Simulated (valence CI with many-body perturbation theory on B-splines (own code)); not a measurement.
# Questions on Pd6+

Level of theory: relativistic CI+MBPT: four valence electrons over a frozen Dirac-Fock core [Kr], radial functions for each j: 9 s, 9 p, 10 d, 8 f, 5 g, 3 h, 1 i, with the one-electron correlation potential Σ1, the two-electron term Σ2, the three-electron term Σ3, Breit, model QED; selected CI, second order for the rest, scaled by the run's own slope (own B-spline code, finite nucleus).

No measured levels were compared; by estimate terms of the open shell hold to 2 to 4 % of their energy, and close levels can change places; different configurations can be misplaced against each other by 1,000 to 8,000 cm⁻¹. Core correlation moves these levels by up to 19000 cm⁻¹, and in measured spectra 5 to 20 % of such shifts remained as error; rates that hang on mixing are uncertain with them. Among the levels kept, up to 290 cm⁻¹ of a level comes from second order outside the variational space, and about a tenth of that is noise between levels of different J, which matters for small intervals. Only levels of the ground parity were solved; by the run's estimate the other parity begins above the list, which can be wrong where configurations are misplaced.

Rates and lifetimes use the calculated energies. Strong lines usually hold to 10 to 20 %, long lifetimes can be off by a factor of two.

Question: What is the ground level?

Answer: 4d4 5D_0, composition 93 % 4d4 5D + 6 % 4d4 3P.

Question: How is the term 5D of the ground level split?

Answer: J = 0 at 0.000, J = 1 at 0.120, J = 2 at 0.301, J = 3 at 0.511, J = 4 at 0.735 eV.

Question: How well does LS coupling describe the low levels?

Answer: Among the lowest 20 levels the leading LS term, summed over configurations, holds 83 % on average. For single configurations the figures are 83 % in LS and 58 % in jj coupling. Terms mix most in the J = 4 level at 3.244 eV, where the leading one holds 54 %.

Question: Name the longest-lived excited levels whose lifetime is computed, and their main decay.

Answer: 4d4 5D_1 at 0.120 eV lives 21.1 s, mostly by M1 to 4d4 5D_0; 4d4 3H_6 at 3.012 eV lives 15.4 s, mostly by M1 to 4d4 3H_5; 4d4 5D_4 at 0.735 eV lives 6.37 s, mostly by M1 to 4d4 5D_3.

Question: What is the ionisation energy?

Answer: 101.77 eV; NIST lists 101 ± 2 eV (theoretical).
